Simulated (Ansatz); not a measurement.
Program: Ansatz 0.2.0.

A structure relaxed at PBE0-D4/def2-TZVP, charge 0, multiplicity 1:

| atom | x (Å) | y (Å) | z (Å) |
| --- | --- | --- | --- |
| Cl1 | 0.297 | 1.612 | -1.784 |
| Si2 | -0.697 | 0.476 | -0.397 |
| C3 | 0.532 | -0.422 | 0.683 |
| I4 | 1.656 | -1.843 | -0.450 |
| H5 | -1.567 | -0.489 | -1.103 |
| H6 | -1.503 | 1.398 | 0.443 |
| H7 | 0.028 | -0.986 | 1.469 |
| H8 | 1.255 | 0.254 | 1.138 |

Give its formula and SMILES.

CH4ClISi, `Cl[SiH2]CI`.

Summarise the bond lengths by kind.

1 × Cl–Si 2.049 Å; 1 × C–Si 1.866 Å; 2 × H–Si 1.479 to 1.485 Å; 1 × C–I 2.137 Å; 2 × C–H 1.089 to 1.090 Å.
